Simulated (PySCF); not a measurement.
CH3Cl2Ga (SMILES [CH3][Ga]([Cl])[Cl]), singlet, geometry from GFN2-xTB (such geometries of metal compounds can be far from the true shape). Base run: B3LYP/6-31G, polarisability (PySCF).

Input for PySCF:
```python
from pyscf import gto, scf, dft
from pyscf.prop import polarizability

mol = gto.Mole()
mol.atom = '''
    Ga    0.19767640   -0.07210498    0.12893448
    Cl   -1.50828071   -1.28159531   -0.04880070
    Cl    0.11921363    1.78760409   -0.84099158
    C     1.84271928   -0.67145363    1.17580270
    H     2.27310260    0.18063391    1.70408060
    H     2.59149747   -1.06673279    0.48567305
    H     1.56525637   -1.45207418    1.88492977
'''
mol.basis = '6-31g'
mol.verbose = 4
mol.build()

mf = dft.RKS(mol)
mf.xc = 'b3lyp'
mf.kernel()
alpha = mf.Polarizability().polarizability()[2, 2]
print('alpha_zz =', alpha)
```

Question: The base was run again with changes. Order these runs by alpha_zz (bohr³), lowest first: basis = STO-3G | basis = def2-SVPD | functional = hf | basis = aug-cc-pVDZ | functional = lda,vwn | functional = pbe0.

Answer: basis = STO-3G (alpha_zz (bohr³) 25.57), functional = hf (alpha_zz (bohr³) 36.09), functional = pbe0 (alpha_zz (bohr³) 39.43), functional = lda,vwn (alpha_zz (bohr³) 41.70), basis = aug-cc-pVDZ (alpha_zz (bohr³) 59.62), basis = def2-SVPD (alpha_zz (bohr³) 59.96)

Finite-field rows take the second difference of the energy in a field along z; a small field with loose convergence shows SCF noise divided by the square of the field, and a large one adds hyperpolarisability.
